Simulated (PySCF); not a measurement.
# A small calculation by hand: dipole moment from atomic charges

BH4NO2, SMILES NB(O)O. Atoms are numbered in the order given.

```xyz
8

B      0.0000     0.0000    -0.0051
O      0.0000     1.2188    -0.6547
H      0.0000     1.1643    -1.6150
O      0.0000    -1.2188    -0.6547
H      0.0000    -1.1643    -1.6150
N      0.0000     0.0000     1.4054
H      0.0000    -0.8533     1.9460
H      0.0000     0.8533     1.9460
```

Coordinates come from a B3LYP-D3(BJ)/def2-SVP optimisation. One conformer was computed; it need not be the lowest.

Charges (e) from PBE/def2-TZVPD (PySCF):

| atom | ESP fit | IAO |
|---|---|---|
| B1 | 0.750 | 0.494 |
| O2 | -0.625 | -0.574 |
| H3 | 0.365 | 0.359 |
| O4 | -0.625 | -0.574 |
| H5 | 0.365 | 0.359 |
| N6 | -1.107 | -0.628 |
| H7 | 0.438 | 0.282 |
| H8 | 0.438 | 0.282 |

The dipole moment of the full density is 1.04 D.

Question: What dipole moment does each set of point charges give, and which comes closer to that of the density?

Answer: 
μ = Σ q r, and 1 e Å = 4.8032 D.
ESP fit: Σ q r = (0.000, 0.000, -0.215) e Å, |μ| = 1.04 D.
IAO: Σ q r = (0.000, 0.000, -0.196) e Å, |μ| = 0.94 D.
ESP fit comes closer in size. Point charges leave out the atoms' own dipoles (lone pairs, polarised bonds); fits to the potential absorb them, partitions of the density don't.
